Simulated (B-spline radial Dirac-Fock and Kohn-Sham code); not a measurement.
How the levels of promethium move as electrons are removed

Model: Dirac-Fock ΔSCF + Breit + QED. Program: a B-spline atomic structure program. Each ion is free and in its tabulated ground configuration. No correlation.

Reference: Pm⁵¹⁺, [He] 2s2 2p6, with 1s 49087.4 eV. Shifts from it, in eV (a dash: the subshell is empty, belongs to an open shell averaged over j, or its hole state is left out as unreliable):

| ion | configuration | 1s |
| --- | --- | --- |
| Pm⁵²⁺ | [He] 2s2 2p5 | +377.4 |
| Pm⁵³⁺ | [He] 2s2 2p4 | +759.5 |
| Pm⁵⁴⁺ | [He] 2s2 2p3 | +1146.5 |
| Pm⁵⁵⁺ | [He] 2s2 2p2 | +1538.3 |
| Pm⁵⁶⁺ | [He] 2s2 2p1 | +1934.9 |
| Pm⁵⁷⁺ | [He] 2s2 | +2336.4 |
| Pm⁵⁸⁺ | [He] 2s1 | – |
| Pm⁵⁹⁺ | 1s2 | +3053.7 |
| Pm⁶⁰⁺ | 1s1 | +4258.9 |

Values without a named source are computed, but for edge energies of neutral atoms, which are taken from tables.
